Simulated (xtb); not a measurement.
xtb input (GFN1-xTB):

```bash
xtb mol.xyz --gfn 1 --sp --chrg 0 --uhf 0
```
mol.xyz:
```
10

O      1.95929058     0.10860775     0.44620332
C      0.64289540     0.12985055     0.19078676
C     -0.30440775     1.06631870     0.44087060
C     -1.52693401     0.50809758    -0.06855319
C     -1.23115935    -0.70604383    -0.58079057
O      0.12083634    -0.95426711    -0.42510623
H      2.32756491    -0.72518224     0.12773357
H     -0.15421982     2.01728489     0.91906815
H     -2.50102812     0.96696947    -0.04882419
H     -1.79569806    -1.48313513    -1.06063588
```

End of the output:

```
         :::::::::::::::::::::::::::::::::::::::::::::::::::::
         ::                     SUMMARY                     ::
         :::::::::::::::::::::::::::::::::::::::::::::::::::::
         :: total energy             -19.995554753816 Eh    ::
         :: gradient norm              0.022785064606 Eh/a0 ::
         :: HOMO-LUMO gap              4.649620758246 eV    ::
         ::.................................................::
         :: SCC energy               -20.207633974380 Eh    ::
         :: -> electrostatic           0.063042383863 Eh    ::
         :: repulsion energy           0.215190537261 Eh    ::
         :: dispersion energy         -0.003111316697 Eh    ::
         :: halogen bond corr.         0.000000000000 Eh    ::
         :: add. restraining           0.000000000000 Eh    ::
         :: total charge              -0.000000000000 e     ::
         :::::::::::::::::::::::::::::::::::::::::::::::::::::

           -------------------------------------------------
          |                Property Printout                |
           -------------------------------------------------

    * Orbital Energies and Occupations

         #    Occupation            Energy/Eh            Energy/eV
      -------------------------------------------------------------
         1        2.0000           -0.8316673             -22.6308
       ...           ...                  ...                  ...
         4        2.0000           -0.6917966             -18.8247
         5        2.0000           -0.6684727             -18.1901
         6        2.0000           -0.6265478             -17.0492
         7        2.0000           -0.6242623             -16.9870
         8        2.0000           -0.6099991             -16.5989
         9        2.0000           -0.5849370             -15.9169
        10        2.0000           -0.5618366             -15.2884
        11        2.0000           -0.5601685             -15.2430
        12        2.0000           -0.5216039             -14.1936
        13        2.0000           -0.5144671             -13.9994
        14        2.0000           -0.5036191             -13.7042
        15        2.0000           -0.4565655             -12.4238
        16        2.0000           -0.4037786             -10.9874 (HOMO)
        17                         -0.2329082              -6.3378 (LUMO)
Note: The following floating-point exceptions are signalling: IEEE_DENORMAL
normal termination of xtb
        18                         -0.1866903              -5.0801
        19                         -0.1265959              -3.4448
        20                         -0.1028690              -2.7992
        21                         -0.0934926              -2.5441
        22                         -0.0837843              -2.2799
        23                          0.0894132               2.4331
        24                          0.1355984               3.6898
        25                          0.1727043               4.6995
        26                          0.2082581               5.6670
        27                          0.3185645               8.6686
       ...                                ...                  ...
        32                          0.7355013              20.0140
      -------------------------------------------------------------
                  HL-Gap            0.1708704 Eh            4.6496 eV
             Fermi-level           -0.3183434 Eh           -8.6626 eV

  Mulliken/CM5 charges         n(s)   n(p)   n(d)
     1O    -0.51408 -0.70872   1.683  4.831  0.000
     2C     0.45295  0.49472   0.949  2.598  0.000
     3C    -0.14031 -0.18851   1.039  3.101  0.000
     4C    -0.07648 -0.12819   1.054  3.023  0.000
     5C     0.15971  0.13027   1.005  2.835  0.000
     6O    -0.38476 -0.45769   1.698  4.687  0.000
     7H     0.37422  0.55230   0.626  0.000  0.000
     8H     0.05114  0.10876   0.949  0.000  0.000
     9H     0.03746  0.09362   0.963  0.000  0.000
    10H     0.04015  0.10344   0.960  0.000  0.000

Wiberg/Mayer (AO) data.
largest (>0.10) Wiberg bond orders for each atom

 ---------------------------------------------------------------------------
     #   Z sym  total        # sym  WBO       # sym  WBO       # sym  WBO
 ---------------------------------------------------------------------------
     1   8 O    2.046 --     2 C    1.053     7 H    0.849
     2   6 C    3.831 --     3 C    1.563     6 O    1.065     1 O    1.053
                             5 C    0.124
     3   6 C    3.957 --     2 C    1.563     4 C    1.245     8 H    0.977
     4   6 C    3.988 --     5 C    1.679     3 C    1.245     9 H    0.978
     5   6 C    3.858 --     4 C    1.679     6 O    1.015    10 H    0.973
                             2 C    0.124
     6   8 O    2.266 --     2 C    1.065     5 C    1.015
     7   1 H    0.873 --     1 O    0.849
     8   1 H    0.996 --     3 C    0.977
     9   1 H    1.000 --     4 C    0.978
    10   1 H    1.005 --     5 C    0.973
 ---------------------------------------------------------------------------

Topologies differ in total number of bonds
Writing topology from bond orders to xtbtopo.mol

 dipole moment from electron density (au)
     X       Y       Z
  -0.0992  -0.5446  -0.2765  total (Debye):    1.573

           -------------------------------------------------
          | TOTAL ENERGY              -19.995554753816 Eh   |
          | GRADIENT NORM               0.022785064606 Eh/α |
          | HOMO-LUMO GAP               4.649620758246 eV   |
           -------------------------------------------------

------------------------------------------------------------------------
------------------------------------------------------------------------
 total:
 SCF:
```
